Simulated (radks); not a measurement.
Valence configurations of Re2+ (all share [Xe]). All-electron calculation, scalar-relativistic Kohn-Sham, r2SCAN, spin-polarised, spherical densities, finite nucleus; open shells are filled with parallel spins first (spin-orbit coupling, left out, can overturn this in heavy ions); meta-GGA in the generalised Kohn-Sham scheme; Fermi nuclear charge, rms radius 5.3698 fm. Program: a radial shooting solver on a logarithmic mesh with Libxc functionals. Energies are relative to 4f14 5d5; eigenvalues in eV for spin up.

| valence | E (eV) | moment (Bohr magnetons) | e(4f) | e(5d) | e(6p) | e(6s) |
|---|---|---|---|---|---|---|
| 4f14 5d5 | 0.000 | 5 | -59.169 | -22.976 | - | - |
| 4f14 5d4.5 6s0.5 | 1.198 | 5 | -60.963 | -24.138 | - | -21.648 |
| 4f14 5d4 6p1 | 10.286 | 5 | -64.255 | -26.428 | -15.508 | - |
| 4f13.5 5d5 6s0.5 | 20.223 | 6 | -66.208 | -25.097 | - | -21.942 |
| 4f13.5 5d5.5 | 21.127 | 5 | -64.512 | -23.670 | - | - |
| 4f13 5d5.5 6s0.5 | 43.658 | 6 | -71.698 | -25.814 | - | -22.087 |
| 4f13 5d6 | 43.951 | 5 | -69.949 | -24.349 | - | - |
| 4f13 5d5 6p1 | 51.117 | 7 | -74.952 | -28.474 | -15.802 | - |
| 4f12 5d7 | 95.124 | 5 | -81.092 | -25.652 | - | - |
| 4f12 5d6.5 6s0.5 | 95.869 | 6 | -82.949 | -27.203 | - | -22.310 |

NIST lists [Xe] 4f14 5d5 as the ground configuration; this level of theory agrees among the configurations tried. The energies are those of spherical high-spin densities, not of single terms.
